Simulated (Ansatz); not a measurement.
Job for Ansatz (an electronic-structure program): R-r2SCAN/def2-TZVPP on AlH3S (SMILES [AlH2][SH]), a point of a torsion scan.

Ansatz 0.2 input:
```yaml
crystal:
  periodic: [false, false, false]
  atoms:
    - {symbol: Al, position_ang: [-0.59955804, -0.04183098, 0.07041246]}
    - {symbol: S, position_ang: [1.49658628, -0.53480518, 0.42244764]}
    - {symbol: H, position_ang: [-1.57913364, -1.20254583, -0.18235026]}
    - {symbol: H, position_ang: [-1.18095111, 1.38011993, 0.05418838]}
    - {symbol: H, position_ang: [1.18338407, -1.82510751, 0.28331782]}
basis:
  gaussian:
    orbitals: def2-TZVPP
hamiltonian:
  xc: {name: r2SCAN}
scf: {lower_state_search: off}
```

It printed:

```
WARN ansatz: RAYON_NUM_THREADS=1 ignored (pool sized by the plan → 1); use --threads N
Functional definition: r2SCAN
these checks for a lower state are left out or cut short: stability, starts, cluster_reference, orbital_swaps, neighbouring_geometries, increment
integrals: 0.04 GiB planned
730 factors; their error is unknown
mean field: 0.33 GiB planned
mean field evaluation 1: about -17479.7299 eV, gradient 2.0e1 eV
mean field evaluation 2: about -17480.0643 eV, gradient 1.9e1 eV
mean field evaluation 4: about -17480.9028 eV, gradient 1.4e0 eV
mean field evaluation 8: about -17480.8987 eV, gradient 1.3e-1 eV
mean field evaluation 16: about -17480.8987 eV, gradient 1.2e-6 eV
mean field -17480.89868056 eV, -642.4111775319 hartree, gradient 1.6e-6 eV, S^2 0.000000; 0 other end points of the search recorded, 0 dependent functions left out
reference -17480.89869211 eV, -642.4111779562 hartree; 16, 16 occupied and 110, 110 virtual orbitals, 730 factors
Total energy: -17480.89869211 eV, -642.4111779562 hartree
Checks for a lower state left out: stability, starts, cluster_reference, orbital_swaps, neighbouring_geometries, increment
```

The calculation finished and met its thresholds.

Cost: around 2.3 core-seconds (rough).
